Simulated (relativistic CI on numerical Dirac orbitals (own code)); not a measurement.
Computed by Dirac-Coulomb-Breit CI, separate exchange-only KLI orbitals for each configuration, model QED, valence Slater integrals scaled by 0.85, P86 correlation energy added to each configuration (own radial code, finite nucleus).

Configuration list (outside the closed core [Kr] 4d10): 5s2 5p6, 5s2 5p5 5d, 5s2 5p5 5f, 5s2 5p5 6s, 5s2 5p5 6p, 5s 5p6 5d, 5s2 5p5 4f, 5s2 5p5 7s, 5s2 5p5 6d, 5s2 5p5 7p, 5s 5p6 5f, 5s2 5p5 8s, 5s2 5p5 7d, 5s2 5p5 5g, 5s2 5p5 6f, 5s2 5p5 8p, 5s 5p6 6p, 5s 5p6 6s, 5p6 5d2, 5p5 5d3, 5p5 5d2 5f, 5p5 5d2 6s, 5p5 5d2 6p, 5p5 4f 5d2, 5p6 4f2, 5p5 4f2 5d, 5p5 4f2 5f, 5p5 4f2 6s, 5p5 4f2 6p, 5p5 4f3. Double excitations out of closed p, d and f shells are left out; levels of such configurations are missing from the list, as are those of other unlisted configurations, and high levels can miss mixing partners. These lack a partner that the ground configuration has and come out too high: 5s2 5p5 7s, 5s2 5p5 6d, 5s2 5p5 7p, 5s2 5p5 8s, 5s2 5p5 7d.

For a near-neutral ion this model can misplace configurations by up to about 10,000 cm⁻¹ (more where the count of f electrons changes) and terms by 10 to 25 % of their spread. Rates follow the energies as ν³ (E1, M1) or ν⁵ (E2), so they and the lifetimes can be off by large factors. The fine structure of a lone outer electron comes out too small, for d and f at times inverted, and misplaced configurations move strength between like terms. 22 of the 37 excited levels that our extract of the measured tables holds in this range could be paired (the sources list more); they are missed by 3336 cm⁻¹ on average and 7371 at most, and levels without a partner can miss by more.

Outline of the computed level scheme of Ba III. Lowest level of each configuration: 5s2 5p6 1S_0 at 0.0000 eV; 5s2 5p5 5d 3P°_0 at 16.6212 eV; 5s2 5p5 6s 3P°_2 at 19.2862 eV; 5s2 5p5 4f 3D_1 at 21.3214 eV; 5s2 5p5 6p 3S_1 at 22.2127 eV; 5s2 5p5 6d 3P°_0 at 27.0619 eV; 5s2 5p5 7s 3P°_2 at 27.2258 eV.

Some strong electric-dipole decays among the lowest 45 levels: 5s2 5p5 5d 1P°_1 → 5s2 5p6 1S_0 (4.2e+10 s⁻¹); 5s2 5p5 6s 1P°_1 → 5s2 5p6 1S_0 (4.4e+09 s⁻¹); 5s2 5p5 6s 3P°_1 → 5s2 5p6 1S_0 (1.9e+09 s⁻¹); 5s2 5p5 6d 3F°_4 → 5s2 5p5 6p 3D_3 (6.9e+08 s⁻¹); 5s2 5p5 6d 3F°_3 → 5s2 5p5 6p 3D_2 (6.3e+08 s⁻¹); 5s2 5p5 6d 3P°_1 → 5s2 5p5 6p 3S_1 (5.8e+08 s⁻¹); 5s2 5p5 5d 3D°_1 → 5s2 5p6 1S_0 (4.5e+08 s⁻¹); 5s2 5p5 7s 3P°_2 → 5s2 5p5 6p 3S_1 (3.9e+08 s⁻¹).

Rates of lines that live on the mixing of spin multiplicities can be off by large factors.

LS names give the leading component of a level, which can be under half, so a name can repeat, a term be missing and a line seem to break the LS rules.
